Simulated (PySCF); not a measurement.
What moves σ(S)?

GIAO PBE0/pcSseg-1 on GFN2-xTB geometries (PySCF 2.14, gas phase, non-relativistic):

| SMILES | IAO charge (e) of S | σ(S) (ppm) |
| --- | --- | --- |
| [SiH3]CS[SiH]1CC=CC1 | -0.176 | 655.8 |
| C/C=C\C[SiH2]S[SiH2][SiH3] | -0.455 | 829.9 |
| [SiH3]/C=C\C[SiH2]SC[SiH3] | -0.188 | 700.8 |
| C/C=C/CCSC[SiH3] | 0.059 | 518.3 |
| C/C=C/C[SiH2]SCC | -0.209 | 651.8 |
| C/C=C/C[SiH2]SC | -0.195 | 721.1 |
| C/C=C\[C@@H]1[SiH2]S[C@H]1[SiH3] | -0.227 | 653.1 |
| C/C=C\[C@H](F)[SiH2]SC[SiH3] | -0.191 | 685.2 |

Q: Fit σ(S) as a line in the IAO charge of S. How well does it hold?

A: σ = 559.9 − 592.0 x, with x in e; correlation -0.94, rms deviation 27.3 ppm, largest 45.7 ppm at `C/C=C/C[SiH2]SC`. A charge says how many electrons sit at the atom, not how easily they circulate, so such a line holds only within like compounds.

Q: A further member, `C/C=C\[SiH2][SiH2]SC[SiH3]`, has x = -0.181. What does the line predict, and what does the calculation give?

A: The line gives 667.1 ppm; the calculation 698.6 ppm, a difference of 31.5 ppm, within the usual scatter of the fit.
